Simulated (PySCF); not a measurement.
C2H7OSi, SMILES C[Si](O)C (connectivity only; charge and spin as stated), charge +1, multiplicity 1. Atoms are numbered in the order given.

```xyz
11

C      1.5986    -0.8402     0.0372
Si    -0.0035     0.0321    -0.0038
C     -1.6368    -0.7631     0.2307
O      0.1244     1.6089    -0.2765
H      1.7841    -1.2164     1.0599
H      1.5704    -1.7186    -0.6305
H      2.4191    -0.1690    -0.2565
H     -1.8376    -1.4276    -0.6302
H     -2.4573    -0.0357     0.3184
H     -1.6116    -1.4031     1.1301
H     -0.5835     2.2695    -0.3332
```
Charge +1, spin multiplicity 1.

The structure is a stationary point at B3LYP-D3(BJ)/def2-SVP. The spin state was assumed, not searched. The isomer is the one that the SMILES or the coordinates give; other isomers of the formula were not compared. Other conformers were not sampled.

Method: SMD-PBE0/6-31G* (PySCF).

Solvation free energies are E(SMD) − E(gas) at the gas-phase geometry, for 1 M in both phases.

Problem. Rank water, ethanol, tetrahydrofuran by solvation free energy, most negative first.

Solution. ethanol (-61.3 kcal/mol), water (-60.3 kcal/mol), tetrahydrofuran (-53.2 kcal/mol)
